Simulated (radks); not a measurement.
The numbers below are computed, except where a source is named.
Species: neutral platinum. Configuration: [Xe] 4f14 5d9 6s1 (the NIST ground configuration). Code: a radial shooting solver on a logarithmic mesh with Libxc functionals. Model: Dirac Kohn-Sham, PBEsol, spin-unpolarised, spherical densities, finite nucleus; open shells fill j = l - 1/2 first; Fermi nuclear charge, rms radius 5.427 fm. Some entries of the table are withheld. Estimate them.

orbital,occ.,eigenvalue (hartree),<r> (bohr)
1s1/2,2,-2875.428,0.01716
2s1/2,2,-504.7912,0.07172
2p1/2,2,-484.0016,0.05907
2p3/2,4,-420.5028,0.06750
3s1/2,2,-118.5515,(1)
3p1/2,2,-109.1796,0.1768
3p3/2,4,-95.22305,0.1923
3d3/2,4,-79.54635,0.1676
3d5/2,6,-76.53689,0.1724
4s1/2,2,-25.45618,0.4151
4p1/2,2,-21.47483,0.4180
4p3/2,4,-18.14752,0.4519
4d3/2,4,(2),0.4618
4d5/2,6,(3),0.4731
5s1/2,2,-3.72938,0.9534
4f5/2,6,-2.63763,0.5126
4f7/2,8,-2.51067,0.5200
5p1/2,2,(4),1.035
5p3/2,4,(5),1.136
5d3/2,4,-0.25563,1.650
6s1/2,1,-0.20922,2.915
5d5/2,5,-0.20681,1.740

Answer. 
(1) 3s1/2 <r> (bohr): 0.1866
(2) 4d3/2 eigenvalue (hartree): -11.60998
(3) 4d5/2 eigenvalue (hartree): -10.99113
(4) 5p1/2 eigenvalue (hartree): -2.45783
(5) 5p3/2 eigenvalue (hartree): -1.90746
